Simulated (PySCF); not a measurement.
Molecule: `InChI=1S/C5H5ClS/c1-2-3-5(7)4-6/h4H2,1H3`.

Geometry (Å), atoms numbered from 1 in this order:
```xyz
12

C     2.4458    0.2840    0.9713
C     1.1875    0.3804    0.2853
C     0.1234    0.4401   -0.2853
C    -1.0923    0.5629   -0.9558
S    -1.3041    1.6530   -2.1595
C    -2.2043   -0.3632   -0.5756
Cl   -2.2408   -0.6708    1.1858
H     2.9915    1.2233    0.8879
H     2.2799    0.0510    2.0229
H     3.0425   -0.5125    0.5255
H    -2.0589   -1.3341   -1.0578
H    -3.1691    0.0499   -0.8708
```

Frames of a GFN2-xTB Langevin trajectory at 300 K; GIAO PBE0/pcSseg-1 shieldings in PySCF 2.14.0 with density-fitted response routines, gas phase, non-relativistic; equivalent atoms averaged within each frame.

Shifts are taken against calculated references (same method and geometry level): $^{13}$C (186.93 ppm) and $^{1}$H (31.72 ppm) against TMS; CS2 for $^{33}$S (503.73 ppm); $^{35}$Cl (949.78 ppm) against HCl. The references are static minima.

Task: How do the shifts (ppm) fluctuate along the trajectory?

Result: 
```csv
time (fs),C4,C2,C3,C6,C1,S5,Cl7,H11/H12,H8/H9/H10
optimised geometry,237.8,126.5,94.3,62.8,7.4,1126,130,4.61,2.55
250,234.9,126.8,93.7,60.4,7.9,1180,138,5.13,2.70
425,249.4,151.5,95.7,63.3,10.1,1293,153,4.18,2.00
625,237.8,132.7,99.8,72.7,11.3,1067,219,4.47,3.00
800,251.7,138.9,91.8,54.7,8.2,1290,122,5.01,2.69
1000,239.4,115.6,96.2,68.2,7.3,1120,157,4.60,2.81
mean of frames,242.6,133.1,95.4,63.9,9.0,1190,158,4.68,2.64
standard deviation,7.4,13.4,3.0,6.9,1.7,101,37,0.39,0.38
```

5 frames give an uncertainty of the mean of about the standard deviation over 2.2 at best, since frames this close in time may not be independent; classical motion lacks zero-point vibration, and the reference would need the same averaging.
